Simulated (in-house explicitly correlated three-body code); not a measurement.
Computed with an exponentially correlated three-body code. Model: two electrons around a point charge, non-relativistic, variational in 260 exponentially correlated functions (energies converged to about 1e-7 hartree, or 1e-8 relative for large Z).

Command:
```bash
python run_hyl.py task.json out
```
Settings (lengths in bohr, energies in hartree):
```
Z                      2
nuclear_mass           0.4
interaction_strength   1
functions              260
states_tried           13
```

Run time, properties included: 36 s on 1 thread of AMD EPYC 7R13 Processor (Zen 3), with other jobs on the host.

**Those bound S and P states to n = 4 that converged, binding against the one-electron ion.**

Given: nuclear charge 2; mass of the centre 0.4 electron masses.

Computed: one-electron threshold -0.571428571 hartree.

| term | energy (hartree) | binding (eV) |
| --- | --- | --- |
| 1 1S | -0.873292688 | 8.2141 |
| 2 3S | -0.630071656 | 1.5958 |
| 3 1S | ? | ? |
| 3 3S | -0.599492311 | 0.76365 |
| 4 3S | -0.587786912 | 0.44513 |

What belongs in the row 3 1S?

energy (hartree): -0.604558279; binding (eV): 0.90151.

**Converged states only, values per electron or pair.**

```json
{"term": "1 1S", "mean r (bohr)": "2.905", "mean r squared (bohr²)": "11.277", "mean inverse r (1/bohr)": "0.52208", "mean r12 (bohr)": "3.7458", "mean inverse r12 (1/bohr)": "0.34172", "mean cosine": "0.20857", "mean p1 dot p2 (bohr⁻²)": "-0.063641", "delta r1 (bohr⁻³)": "0.04889", "delta r12 (bohr⁻³)": "0.0027291"}
{"term": "2 3S", "mean r (bohr)": "7.8546", "mean r squared (bohr²)": "101.79", "mean inverse r (1/bohr)": "0.33683", "mean r12 (bohr)": "13.07", "mean inverse r12 (1/bohr)": "0.087163", "mean cosine": "0.10238", "mean p1 dot p2 (bohr⁻²)": "-0.0097459", "delta r1 (bohr⁻³)": "0.03129", "delta r12 (bohr⁻³)": "-"}
{"term": "3 1S", "mean r (bohr)": "12.794", "mean r squared (bohr²)": "302.44", "mean inverse r (1/bohr)": "0.31736", "mean r12 (bohr)": "22.978", "mean inverse r12 (1/bohr)": "0.060307", "mean cosine": "0.048681", "mean p1 dot p2 (bohr⁻²)": "-0.024037", "delta r1 (bohr⁻³)": "0.030433", "delta r12 (bohr⁻³)": "0.0002122"}
{"term": "3 3S", "mean r (bohr)": "?", "mean r squared (bohr²)": "?", "mean inverse r (1/bohr)": "?", "mean r12 (bohr)": "?", "mean inverse r12 (1/bohr)": "?", "mean cosine": "?", "mean p1 dot p2 (bohr⁻²)": "?", "delta r1 (bohr⁻³)": "?", "delta r12 (bohr⁻³)": "-"}
{"term": "4 3S", "mean r (bohr)": "24.251", "mean r squared (bohr²)": "1186.8", "mean inverse r (1/bohr)": "0.30108", "mean r12 (bohr)": "45.859", "mean inverse r12 (1/bohr)": "0.028756", "mean cosine": "0.033621", "mean p1 dot p2 (bohr⁻²)": "-0.0081316", "delta r1 (bohr⁻³)": "0.02993", "delta r12 (bohr⁻³)": "-"}
```

What belongs in the row 3 3S?

mean r (bohr): 14.711; mean r squared (bohr²): 410.48; mean inverse r (1/bohr): 0.31149; mean r12 (bohr): 26.775; mean inverse r12 (1/bohr): 0.046994; mean cosine: 0.05426; mean p1 dot p2 (bohr⁻²): -0.010906; delta r1 (bohr⁻³): 0.030217.
